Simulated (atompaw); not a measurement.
**What one change does to a pseudopotential (Fe (Z = 26), PAW (atompaw))**

* Element: Fe
* Generator: atompaw 4.2.0.5
* Type: PAW
* Functional: LDA (PW92)
* Relativity: scalar-relativistic
* Frozen core: [Ar]
* Valence charge: 8
* Reference configuration: 3d6 4s2 4p0
* Partial waves: 4s (bound): rc 2.35 bohr; 4s channel at 0.35 Ry: rc 2.00 bohr; 4p (bound, empty): rc 2.35 bohr; 4p channel at 2.6 Ry: rc 2.35 bohr; 3d (bound): rc 1.40 bohr; 3d channel at 4.45 Ry: rc 1.40 bohr
* Local potential: bessel scheme, radius 1.90 bohr
* Core correction: smooth core density matched at 1.60 bohr
* Augmentation charge: besselshape compensation charge, radius 1.70 bohr; PAW radius 2.35 bohr; waves and projectors: custom rrkj vanderbiltortho

All-electron outer shells of the reference configuration (LDA (PW92), scalar-relativistic, ld1.x):

```
shell  level (eV)  outermost node (bohr)  outermost maximum (bohr)
   3s      -93.51                   0.33                      0.70
   3p      -59.93                   0.30                      0.72
   3d       -7.75                      –                      0.71
   4s       -5.48                   1.01                      2.38
   4p       -1.43                   1.10                      3.29
```

Change: local potential vpsmatchnc scheme with l = 3 at -0.5 Ry, radius 1.90 bohr.

Cutoffs: the cutoffs (Ry, on a coarse ladder) from which the occupation-weighted sum of valence levels, in a spherical-Bessel basis at the reference potential, stays within 10 and 1 mRy of its value at 400 Ry; they do not see the model core or the augmentation charge, which bear on the density cutoff.

What does the change do?

The potential gets neither clearly harder nor softer (50 Ry and 90 Ry → 50 Ry and 90 Ry); a bound ghost appears in s, which as a rule spoils a file; the range in which the d phases agree widens (upper end 1.8 → at the end of the scan). A state that the projectors do not describe sees the local part alone, so a deeper or shallower local part can create or remove a ghost.

| quantity | base | changed |
| --- | --- | --- |
| cutoff, loose | 50 Ry | 50 Ry |
| cutoff, tight | 90 Ry | 90 Ry |
| bound ghosts | none | s |
| s: phases at 2.36 bohr within 0.05 rad from the reference energy up to (Ry; the scan ends near 5) | to the end of the scan | 4.8 |
| p: phases at 2.36 bohr within 0.05 rad from the reference energy up to (Ry; the scan ends near 5) | to the end of the scan | 4.0 |
| d: phases at 2.36 bohr within 0.05 rad from the reference energy up to (Ry; the scan ends near 5) | 1.8 | to the end of the scan |
| lowest overlap eigenvalue by channel | s 0.03, p 0.62, d 0.92 | s 0.02, p 0.52, d 0.88 |

 A true bound ghost makes a file unfit for plane-wave use even where its test errors are small: the radial tests pick states by their node count and pass the ghost by. The cutoffs see the waves, projectors and local potential, not the compensation charge or the core.
